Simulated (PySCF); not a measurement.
**How methods differ on the ionisation energy of F²⁺**

F²⁺ [He] 2s2 2p3 (4S) → F³⁺ [He] 2s2 2p2 (3P), as a difference of total energies. All numbers are calculated (PySCF 2.14, the non-relativistic Hamiltonian (point nucleus), in def2-TZVPP (5s3p2d1f, 31 functions)). Correlated levels: valence: 1s2 frozen. The calculations carry no spin-orbit coupling.

```tsv
method	ionisation energy (eV)
UHF	62.258
MP2 (valence)	62.824
SCS-MP2 (valence)	62.571
CCSD (valence)	62.603
CCSD(T) (valence)	62.604
CCSDT (valence)	62.602
```

A first-order spin-orbit estimate (lowest level to lowest level, LS coupling) adds -0.055 eV.

Errors of the correlated levels include the incompleteness of this basis and the frozen core.

Question: Which method comes closest to the reference value, and which is furthest?

Answer: The reference is 62.708 eV (semi-empirical (NIST evaluation); NIST Atomic Spectra Database, ionization energies). Closest: MP2 (valence) (error 0.061 eV); furthest: UHF (error -0.505 eV), both after the spin-orbit estimate.
